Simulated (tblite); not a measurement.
C7H11FSi.
Numbering: `[CH3:1][CH:2]([CH3:3])[C:4]1=[CH:5][SiH2:6][CH:7]=[C:8]1[F:9]` (hydrogens: H10, H11, H12 on C1; H13 on C2; H14, H15, H16 on C3; H17 on C5; H18, H19 on Si6; H20 on C7)

Computed with GFN2-xTB (tblite), gas phase: L-BFGS steps from a force-field or distance-geometry start until the largest atomic force falls under 0.01 eV/Å.

Step 5: E = -735.0018 eV
```
atom  x, y, z in Å  |  force x, y, z in eV/Å
C1     -2.1289    0.2984   -0.9988    0.043  -0.017   0.045
C2     -1.1972   -0.4751   -0.0680    0.300  -0.073  -0.106
C3     -1.6297   -0.2958    1.3915    0.047   0.015  -0.090
C4      0.2614   -0.1046   -0.2467    0.016  -0.040   0.058
C5      0.7734    1.0104   -0.7869   -0.131   0.119  -0.057
Si6     2.6518    0.9814   -0.7807   -0.066  -0.082   0.013
C7      2.6005   -0.7032    0.0342   -0.068  -0.188   0.073
C8      1.3177   -1.0318    0.1976   -0.166  -0.047   0.068
F9      0.9220   -2.1973    0.7601    0.020  -0.010  -0.009
H10    -1.8263    0.1801   -2.0363    0.028   0.006  -0.009
H11    -2.1344    1.3574   -0.7540    0.012   0.017   0.016
H12    -3.1432   -0.0805   -0.8908    0.001   0.014  -0.011
H13    -1.2864   -1.5421   -0.3082    0.015  -0.023  -0.007
H14    -1.0261   -0.9078    2.0523    0.095  -0.039   0.054
H15    -2.6670   -0.5994    1.5039   -0.041   0.018   0.012
H16    -1.5327    0.7439    1.6903    0.007   0.069   0.021
H17     0.1619    1.8038   -1.1752   -0.127   0.020  -0.005
H18     3.2382    1.9889    0.0848    0.096   0.167   0.081
H19     3.2273    0.9306   -2.1151    0.076   0.037  -0.140
H20     3.4124   -1.3468    0.3346   -0.155   0.036  -0.007
```

Step 6: E = -735.0082 eV
```
atom  x, y, z in Å  |  force x, y, z in eV/Å
C1     -2.1254    0.2977   -0.9973   -0.007   0.010  -0.001
C2     -1.1899   -0.4760   -0.0707    0.104  -0.046  -0.012
C3     -1.6270   -0.2956    1.3885    0.028   0.019  -0.001
C4      0.2636   -0.1041   -0.2461   -0.002   0.037  -0.005
C5      0.7684    1.0133   -0.7887   -0.054   0.064  -0.023
Si6     2.6485    0.9797   -0.7800    0.000  -0.007   0.020
C7      2.6015   -0.7064    0.0363   -0.191  -0.110   0.032
C8      1.3154   -1.0291    0.1965   -0.001  -0.039   0.070
F9      0.9181   -2.1912    0.7574   -0.017  -0.125   0.046
H10    -1.8236    0.1808   -2.0360    0.014   0.011   0.003
H11    -2.1322    1.3584   -0.7524    0.015  -0.037   0.011
H12    -3.1423   -0.0806   -0.8898    0.077   0.027  -0.010
H13    -1.2821   -1.5421   -0.3066    0.021  -0.065  -0.036
H14    -1.0231   -0.9086    2.0517    0.054   0.007   0.017
H15    -2.6671   -0.6004    1.5029    0.061   0.051  -0.015
H16    -1.5298    0.7467    1.6878   -0.004  -0.018  -0.002
H17     0.1450    1.7985   -1.1724   -0.089   0.059  -0.025
H18     3.2419    1.9925    0.0829    0.047   0.097   0.036
H19     3.2299    0.9341   -2.1150    0.047   0.027  -0.098
H20     3.4049   -1.3570    0.3395   -0.103   0.038  -0.007
```

Step 7: E = -735.0113 eV
```
atom  x, y, z in Å  |  force x, y, z in eV/Å
C1     -2.1235    0.2974   -0.9966    0.001   0.008  -0.020
C2     -1.1852   -0.4771   -0.0723   -0.044  -0.024   0.032
C3     -1.6250   -0.2954    1.3870    0.032   0.005   0.036
C4      0.2646   -0.1033   -0.2458   -0.001   0.058  -0.032
C5      0.7653    1.0156   -0.7897   -0.004   0.027   0.000
Si6     2.6471    0.9786   -0.7793    0.032   0.045   0.008
C7      2.5977   -0.7094    0.0377   -0.010  -0.010  -0.010
C8      1.3143   -1.0288    0.1975   -0.127  -0.085   0.084
F9      0.9164   -2.1912    0.7571   -0.035  -0.132   0.053
H10    -1.8223    0.1812   -2.0358    0.010   0.014   0.005
H11    -2.1310    1.3583   -0.7516    0.021  -0.048   0.014
H12    -3.1409   -0.0803   -0.8896    0.089   0.020  -0.004
H13    -1.2800   -1.5432   -0.3067    0.032  -0.064  -0.042
H14    -1.0208   -0.9087    2.0519    0.028   0.033  -0.005
H15    -2.6664   -0.5998    1.5023    0.099   0.055  -0.028
H16    -1.5287    0.7478    1.6870    0.000  -0.048  -0.015
H17     0.1368    1.7977   -1.1719   -0.062   0.056  -0.026
H18     3.2444    1.9959    0.0830    0.012   0.034  -0.006
H19     3.2318    0.9359   -2.1169    0.017   0.021  -0.034
H20     3.4003   -1.3603    0.3413   -0.091   0.036  -0.008
```

**Question.** Estimate the geometry and energy of step 8. (The exact step hangs on the optimiser's Hessian estimate; all steps are aligned on step 7, rigid shifts and turns removed.)

**Answer.** E = -735.0137 eV, largest force 0.141 eV/Å
```
atom  x, y, z in Å  |  force x, y, z in eV/Å
C1     -2.1217    0.2971   -0.9964    0.019  -0.003  -0.023
C2     -1.1821   -0.4785   -0.0732   -0.126  -0.005   0.040
C3     -1.6227   -0.2953    1.3863    0.038  -0.009   0.038
C4      0.2653   -0.1021   -0.2459   -0.026   0.043  -0.034
C5      0.7630    1.0182   -0.7907    0.029  -0.004   0.018
Si6     2.6466    0.9784   -0.7787    0.040   0.062  -0.005
C7      2.5946   -0.7119    0.0384   -0.084   0.060  -0.031
C8      1.3102   -1.0305    0.2000   -0.016  -0.034   0.041
F9      0.9146   -2.1940    0.7580   -0.057  -0.118   0.052
H10    -1.8212    0.1818   -2.0356    0.013   0.013  -0.002
H11    -2.1299    1.3574   -0.7506    0.027  -0.037   0.019
H12    -3.1385   -0.0797   -0.8896    0.063   0.003   0.001
H13    -1.2781   -1.5453   -0.3076    0.039  -0.038  -0.036
H14    -1.0184   -0.9083    2.0521    0.018   0.040  -0.011
H15    -2.6642   -0.5983    1.5015    0.093   0.041  -0.028
H16    -1.5280    0.7479    1.6864    0.013  -0.044  -0.021
H17     0.1300    1.7985   -1.1722   -0.024   0.030  -0.016
H18     3.2465    1.9994    0.0833   -0.015  -0.015  -0.039
H19     3.2337    0.9376   -2.1194   -0.010   0.017   0.028
H20     3.3952   -1.3617    0.3423   -0.035  -0.004   0.009
```

The energy changes by -0.0025 eV. The first-order estimate −F·Δx gives -0.0036 eV and the mean of the old and new forces, exact on a quadratic surface, -0.0025 eV. The step makes an angle of 48° with the force vector and moves no atom by more than 0.007 Å.

The cost below is that of the whole relaxation. On Arm Neoverse N1, one thread (shared host), this took 0.63 s of wall time.
